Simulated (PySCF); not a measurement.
HIMg, singlet, geometry from GFN2-xTB (such geometries of metal compounds can be far from the true shape) (core potentials on I), with bond 3-1 at 1.8 times its length; CASSCF(6,5)/def2-SVP (PySCF).

Input for PySCF:
```python
from pyscf import gto, scf, mcscf
import numpy

mol = gto.M(
    atom='''
Mg   -0.000000   -0.000000   -2.038979
H    -0.000000   -0.000000   -3.602485
I     0.000000    0.000000    2.584511
''',
    basis='def2-svp',
    ecp={'I': 'def2-svp'},
    charge=0,
    spin=0,
    verbose=4,
)

mf = scf.RHF(mol)
mf.kernel()
mc = mcscf.CASSCF(mf, 5, 6)
mc.fix_spin_(ss=0.0)
mc.kernel()
occ = numpy.linalg.eigvalsh(mc.fcisolver.make_rdm1(mc.ci, mc.ncas, mc.nelecas))[::-1]
ss = mc.fcisolver.spin_square(mc.ci, mc.ncas, mc.nelecas)[0]
print('natural occupations', occ.round(4), ' <S^2>', round(ss, 4))
```

Task: Predict the main parts of the log of this PySCF run.

Result: 
```
PySCF version 2.14.0

[INPUT] verbose = 4
[INPUT] num. atoms = 3
[INPUT] num. electrons = 38
[INPUT] charge = 0
[INPUT] spin (= nelec alpha-beta = 2S) = 0
[INPUT] symmetry False subgroup None
[INPUT] Mole.unit = angstrom
[INPUT] Symbol           X                Y                Z      unit          X                Y                Z       unit  Magmom
[...]
nuclear repulsion = 40.5359485452305
number of shells = 21
number of NR pGTOs = 104
number of NR cGTOs = 49
basis = def2-svp
ecp = {'I': 'def2-svp'}

******** <class 'pyscf.scf.hf.RHF'> ********
method = RHF
initial guess = minao
damping factor = 0
level_shift factor = 0
DIIS = <class 'pyscf.scf.diis.CDIIS'>
diis_start_cycle = 1
diis_space = 8
diis_damp = 0
SCF conv_tol = 1e-09
SCF conv_tol_grad = None
SCF max_cycles = 50
direct_scf = True
direct_scf_tol = 1e-13
Set gradient conv threshold to 3.16228e-05
Initial guess from minao.
init E= -464.598160331969
[...]
cycle= 1 E= -495.649573678388  delta_E= -31.1  |g|= 2.15  |ddm|= 7.37
[...]
cycle= 2 E= -491.123854966057  delta_E= 4.53  |g|= 1.81  |ddm|= 5.83
[...]
cycle= 3 E= -496.000965868309  delta_E= -4.88  |g|= 1.11  |ddm|= 5.36
[...]
cycle= 4 E= -496.567885802846  delta_E= -0.567  |g|= 0.493  |ddm|= 2.23
[...]
cycle= 5 E= -496.688973381783  delta_E= -0.121  |g|= 0.113  |ddm|= 1.09
[...]
cycle= 6 E= -496.705588585895  delta_E= -0.0166  |g|= 0.0362  |ddm|= 0.382
[...]
cycle= 7 E= -496.708653683474  delta_E= -0.00307  |g|= 0.0197  |ddm|= 0.164
[...]
cycle= 8 E= -496.709497225721  delta_E= -0.000844  |g|= 0.00605  |ddm|= 0.11
[...]
cycle= 9 E= -496.709584055904  delta_E= -8.68e-05  |g|= 0.00154  |ddm|= 0.0426
[...]
cycle= 10 E= -496.709586934833  delta_E= -2.88e-06  |g|= 0.000221  |ddm|= 0.00619
[...]
cycle= 11 E= -496.709587019375  delta_E= -8.45e-08  |g|= 4.91e-05  |ddm|= 0.0012
[...]
cycle= 12 E= -496.70958702604  delta_E= -6.67e-09  |g|= 1.1e-05  |ddm|= 0.000367
[...]
cycle= 13 E= -496.709587026152  delta_E= -1.12e-10  |g|= 8.76e-07  |ddm|= 3.89e-05
[...]
Extra cycle  E= -496.709587026153  delta_E= -1.59e-12  |g|= 4.08e-07  |ddm|= 2.73e-06
converged SCF energy = -496.709587026153

******** <class 'pyscf.mcscf.mc1step.CASSCF'> ********
CAS (3e+3e, 5o), ncore = 16, nvir = 28
max_cycle_macro = 50
max_cycle_micro = 4
conv_tol = 1e-07
conv_tol_grad = None
orbital rotation max_stepsize = 0.02
orbital rotation threshold for CI restart = 0.01
augmented hessian ah_max_cycle = 30
augmented hessian ah_conv_tol = 1e-12
augmented hessian ah_linear dependence = 1e-14
augmented hessian ah_level shift = 1e-08
augmented hessian ah_start_tol = 2.5
augmented hessian ah_start_cycle = 3
augmented hessian ah_grad_trust_region = 3
kf_trust_region = 3
kf_interval = 4
ci_response_space = 4
ci_grad_trust_region = 3
with_dep4 0
natorb = False
canonicalization = True
sorting_mo_energy = False
ao2mo_level = 2
internal_rotation = False
******** <class 'pyscf.fci.addons.SpinPenaltyFCISolver'> ********
max. cycles = 50
conv_tol = 1e-08
davidson only = True
linear dependence = 1e-12
level shift = 0.001
max iter space = 12
nroots = 1
pspace_size = 400
spin = None
CASCI E = -496.719526928924  S^2 = 0.0000000
Set conv_tol_grad to 0.000316228
macro iter   1 ( 21 JK    4 micro), CASSCF E = -496.733084470222  dE = -1.35575413e-02  S^2 = 0.0000000
               |grad[o]|=0.0679  |grad[c]|=0.015  |ddm|=0.176  |maxRot[o]|=0.238
macro iter   2 ( 21 JK    4 micro), CASSCF E = -496.735720383992  dE = -2.63591377e-03  S^2 = 0.0000000
               |grad[o]|=0.0384  |grad[c]|=0.00636  |ddm|=0.0229  |maxRot[o]|=0.309
macro iter   3 ( 21 JK    4 micro), CASSCF E = -496.737005374453  dE = -1.28499046e-03  S^2 = 0.0000000
               |grad[o]|=0.0143  |grad[c]|=0.00444  |ddm|=0.0151  |maxRot[o]|=0.263
macro iter   4 ( 17 JK    4 micro), CASSCF E = -496.737182398189  dE = -1.77023736e-04  S^2 = 0.0000000
               |grad[o]|=0.00512  |grad[c]|=0.0212  |ddm|=0.00778  |maxRot[o]|=0.124
[...]
macro iter  32 ( 21 JK    4 micro), CASSCF E = -496.741028307500  dE = -6.00386243e-05  S^2 = 0.0000000
               |grad[o]|=0.00393  |grad[c]|=0.00965  |ddm|=0.00665  |maxRot[o]|=0.048
macro iter  33 ( 21 JK    4 micro), CASSCF E = -496.741061200640  dE = -3.28931399e-05  S^2 = 0.0000000
               |grad[o]|=0.00393  |grad[c]|=0.00945  |ddm|=0.00495  |maxRot[o]|=0.0331
macro iter  34 ( 21 JK    4 micro), CASSCF E = -496.741081703363  dE = -2.05027235e-05  S^2 = 0.0000000
               |grad[o]|=0.00392  |grad[c]|=0.0093  |ddm|=0.00406  |maxRot[o]|=0.0233
macro iter  35 ( 21 JK    4 micro), CASSCF E = -496.741096013012  dE = -1.43096492e-05  S^2 = 0.0000000
               |grad[o]|=0.00394  |grad[c]|=0.00923  |ddm|=0.00314  |maxRot[o]|=0.0168
macro iter  36 ( 21 JK    4 micro), CASSCF E = -496.741106604710  dE = -1.05916979e-05  S^2 = 0.0000000
               |grad[o]|=0.00394  |grad[c]|=0.0092  |ddm|=0.00284  |maxRot[o]|=0.0147
macro iter  37 ( 21 JK    4 micro), CASSCF E = -496.741114662780  dE = -8.05807036e-06  S^2 = 0.0000000
               |grad[o]|=0.00395  |grad[c]|=0.00921  |ddm|=0.00264  |maxRot[o]|=0.0151
macro iter  38 ( 21 JK    4 micro), CASSCF E = -496.741120516717  dE = -5.85393690e-06  S^2 = 0.0000000
               |grad[o]|=0.00395  |grad[c]|=0.00923  |ddm|=0.00281  |maxRot[o]|=0.0155
macro iter  39 ( 21 JK    4 micro), CASSCF E = -496.741124589794  dE = -4.07307618e-06  S^2 = 0.0000000
               |grad[o]|=0.00395  |grad[c]|=0.00927  |ddm|=0.0028  |maxRot[o]|=0.0158
macro iter  40 ( 21 JK    4 micro), CASSCF E = -496.741126942857  dE = -2.35306322e-06  S^2 = 0.0000000
               |grad[o]|=0.00395  |grad[c]|=0.00932  |ddm|=0.003  |maxRot[o]|=0.0158
macro iter  41 ( 21 JK    4 micro), CASSCF E = -496.741127809450  dE = -8.66593098e-07  S^2 = 0.0000000
               |grad[o]|=0.00396  |grad[c]|=0.00938  |ddm|=0.00305  |maxRot[o]|=0.0158
macro iter  42 ( 21 JK    4 micro), CASSCF E = -496.741127167464  dE =  6.41986276e-07  S^2 = 0.0000000
               |grad[o]|=0.00394  |grad[c]|=0.00942  |ddm|=0.0038  |maxRot[o]|=0.0155
macro iter  43 ( 21 JK    4 micro), CASSCF E = -496.741363086289  dE = -2.35918825e-04  S^2 = 0.0000000
               |grad[o]|=0.00397  |grad[c]|=0.00211  |ddm|=0.000995  |maxRot[o]|=0.0418
macro iter  44 ( 21 JK    4 micro), CASSCF E = -496.741561274560  dE = -1.98188271e-04  S^2 = 0.0000000
               |grad[o]|=0.00322  |grad[c]|=0.00171  |ddm|=0.00213  |maxRot[o]|=0.0423
macro iter  45 ( 21 JK    4 micro), CASSCF E = -496.741550819239  dE =  1.04553211e-05  S^2 = 0.0000000
               |grad[o]|=0.00266  |grad[c]|=0.00563  |ddm|=0.00355  |maxRot[o]|=0.0123
macro iter  46 ( 21 JK    4 micro), CASSCF E = -496.741709599902  dE = -1.58780663e-04  S^2 = 0.0000000
               |grad[o]|=0.003  |grad[c]|=0.00237  |ddm|=0.00252  |maxRot[o]|=0.0379
macro iter  47 ( 21 JK    4 micro), CASSCF E = -496.741864681172  dE = -1.55081270e-04  S^2 = 0.0000000
               |grad[o]|=0.00233  |grad[c]|=0.00106  |ddm|=0.00289  |maxRot[o]|=0.0487
macro iter  48 ( 21 JK    4 micro), CASSCF E = -496.741925672036  dE = -6.09908641e-05  S^2 = 0.0000000
               |grad[o]|=0.00167  |grad[c]|=0.00206  |ddm|=0.00336  |maxRot[o]|=0.0302
macro iter  49 (  6 JK    2 micro), CASSCF E = -496.741970238773  dE = -4.45667374e-05  S^2 = 0.0000000
               |grad[o]|=0.00129  |grad[c]|=0.00291  |ddm|=0.00458  |maxRot[o]|=0.0396
macro iter  50 ( 12 JK    3 micro), CASSCF E = -496.741973737649  dE = -3.49887529e-06  S^2 = 0.0000000
               |grad[o]|=0.000597  |grad[c]|=0.000293  |ddm|=0.00374  |maxRot[o]|=0.0201
1-step CASSCF not converged,  50 macro (707 JK 154 micro) steps
CASSCF canonicalization
Density matrix diagonal elements [1.99149808 1.99550075 1.64988783 0.35337902 0.00973431]
CASSCF energy = -496.741973737649
CASCI E = -496.741973737649  E(CI) = -7.65129204847187  S^2 = 0.0000000
natural occupations [1.9956 1.9919 1.7137 0.2895 0.0093]  <S^2> 0.0
```

Convergence was not reached.
